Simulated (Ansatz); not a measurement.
Input for Ansatz (an electronic-structure program): R-PBE0/def2-TZVPP on BFH3NO (SMILES NB(O)F), a point of a torsion scan.

Ansatz 0.2 input:
```yaml
crystal:
  periodic: [false, false, false]
  atoms:
    - {symbol: N, position_ang: [1.05740245, -0.38808030, 0.16949581]}
    - {symbol: B, position_ang: [-0.29118642, 0.03306681, 0.42064094]}
    - {symbol: O, position_ang: [-0.76147942, 0.21833059, 1.65263839]}
    - {symbol: F, position_ang: [-1.10465543, 0.34880414, -0.61851512]}
    - {symbol: H, position_ang: [1.76727328, 0.32484031, 0.14633928]}
    - {symbol: H, position_ang: [1.13156309, -0.87468956, -0.71729404]}
    - {symbol: H, position_ang: [-1.66611819, 0.52793414, 1.71051161]}
basis:
  gaussian:
    orbitals: def2-TZVPP
hamiltonian:
  xc: {name: PBE0}
scf: {lower_state_search: off}
```

It printed:

```
WARN ansatz: RAYON_NUM_THREADS=1 ignored (pool sized by the plan → 1); use --threads N
Functional definition: PBE0
these checks for a lower state are left out or cut short: stability, starts, cluster_reference, orbital_swaps, neighbouring_geometries, increment
integrals: 0.06 GiB planned
808 factors; their error is unknown
mean field: 0.59 GiB planned
mean field evaluation 1: about -6969.8275 eV, gradient 7.3e1 eV
mean field evaluation 2: about -6962.2941 eV, gradient 9.5e1 eV
mean field evaluation 4: about -6978.5998 eV, gradient 5.0e0 eV
mean field evaluation 8: about -6978.6335 eV, gradient 2.2e-2 eV
mean field evaluation 16: about -6978.6544 eV, gradient 1.4e-5 eV
mean field -6978.65443304 eV, -256.4608201124 hartree, gradient 3.9e-6 eV, S^2 0.000000; 0 other end points of the search recorded, 0 dependent functions left out
reference -6978.65446046 eV, -256.4608211199 hartree; 16, 16 occupied and 150, 150 virtual orbitals, 808 factors
Total energy: -6978.65446046 eV, -256.4608211199 hartree
Checks for a lower state left out: stability, starts, cluster_reference, orbital_swaps, neighbouring_geometries, increment
```

The run converged.

Cost: very roughly 1.3 core-seconds.
